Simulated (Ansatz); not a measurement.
Input and output for (HCd-mu-Br)2 (Cd₂H₂Br₂).

```yaml
crystal:
  periodic: [false, false, false]
  atoms:
    - {symbol: Cd, position_ang: [0.643425, 0.861376, -1.556011]}
    - {symbol: H, position_ang: [1.225685, 1.631523, -2.917826]}
    - {symbol: Br, position_ang: [-1.353087, 1.293317, 0.155538]}
    - {symbol: Cd, position_ang: [-0.642732, -0.860286, 1.556913]}
    - {symbol: H, position_ang: [-1.198450, -1.607509, 2.942373]}
    - {symbol: Br, position_ang: [1.325158, -1.318421, -0.180977]}
basis:
  gaussian: {orbitals: def2-TZVPD}
magnetization: {spin_polarized: true, initial_magnetization: 0}
hamiltonian: {xc: {name: r2SCAN}, dispersion: d3bjatm}
scf: {omitted_lower_state_checks: [starts]}
```

```sh
$ ansatz run in.yaml --threads 4 --pin off --events-out ev --progress --plain --max-ram 3916MiB
```

Output, abridged:

```
Functional definition: r2SCAN
1680 factors; their error is unknown
mean field evaluation 1: about -149258.4340 eV, gradient 2.4e1 eV
mean field evaluation 2: about -149255.9217 eV, gradient 3.7e1 eV
mean field evaluation 4: about -149261.0630 eV, gradient 6.8e-1 eV
mean field evaluation 8: about -149261.0494 eV, gradient 2.3e-2 eV
mean field -149261.04938898 eV, -5485.2423922719 hartree, gradient 5.7e-5 eV, S^2 0.000000; 0 other end points of the search recorded, 0 dependent functions left out
reference -149261.04941732 eV, -5485.2423933133 hartree; 56, 56 occupied and 156, 156 virtual orbitals, 1680 factors
Total energy: -149261.11256791 eV, -5485.2447140550 hartree
Checks for a lower state left out: starts
```

It took 13 s on 4 threads of Arm Neoverse V1 on a shared host.

In the def2 sets Cd takes a core potential; there is no spin–orbit coupling.
